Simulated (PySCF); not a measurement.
Solvent effects on NMR parameters

Bonds (- single, = double, # triple, : aromatic): C1-C2, C2-C3, C2-C4, C4-C5, C5-C6, C5-C7, C7=O8, C7-F9, C5-C2. C1 carries H10, H11, H12; C3 carries H13, H14, H15; C4 carries H16, H17; C6 carries H18, H19, H20. Stereochemistry as in CC1(C)C[C@]1(C)C(=O)F. H16 is pro-R; H17 is pro-S.

GIAO PBE0/pcSseg-1 in PySCF on one PBE0-D3(BJ)/def2-SVP conformer, non-relativistic, equivalent nuclei averaged. Solvents enter as an IEF-PCM continuum (chloroform with ε = 4.7, dimethylsulfoxide with ε = 46.8) around the gas-phase geometry. Shifts are referred to TMS, CFCl3 computed in the same medium.

Gas phase, δ in ppm: C7 172.8, C4 31.9, C2 30.5, C5 28.0, C3 23.4, C1 20.7, C6 16.8, F9 48.2, H18/H19/H20 1.35, H17 1.32, H10/H11/H12 1.26, H13/H14/H15 1.23, H16 0.50. Dipole moment 3.42 D.

**Question.** How does each δ change in the continuum?

**Answer.** 
| atoms | environment | Δδ, chloroform | Δδ, dimethylsulfoxide |
| --- | --- | --- | --- |
| C7 | carbonyl carbon | +3.0 | +4.3 |
| C4 | three-membered-ring carbon | +1.0 | +1.3 |
| C2 | three-membered-ring carbon | +2.2 | +3.0 |
| C5 | three-membered-ring carbon | +1.8 | +2.6 |
| C3 | methyl carbon | 0.0 | 0.0 |
| C1 | methyl carbon | +0.6 | +0.8 |
| C6 | methyl carbon | 0.0 | 0.0 |
| F9 | fluorine bonded to C | -0.7 | -0.8 |
| H18/H19/H20 | hydrogen on a methyl carbon | +0.05 | +0.08 |
| H17 | hydrogen on a three-membered-ring carbon | -0.05 | -0.10 |
| H10/H11/H12 | hydrogen on a methyl carbon | -0.01 | -0.02 |
| H13/H14/H15 | hydrogen on a methyl carbon | +0.07 | +0.10 |
| H16 | hydrogen on a three-membered-ring carbon | +0.24 | +0.36 |

Changes are relative to the gas phase. The dipole moment becomes 4.09 D in chloroform, 4.38 D in dimethylsulfoxide.

**Question.** Which nuclei move most (in ppm), and what does the model miss?

**Answer.** C7 (carbonyl carbon, +4.3 ppm) in dimethylsulfoxide. A continuum only polarises the solute; specific hydrogen bonds, the anisotropy of aromatic solvents and changes of geometry or conformer are outside it.
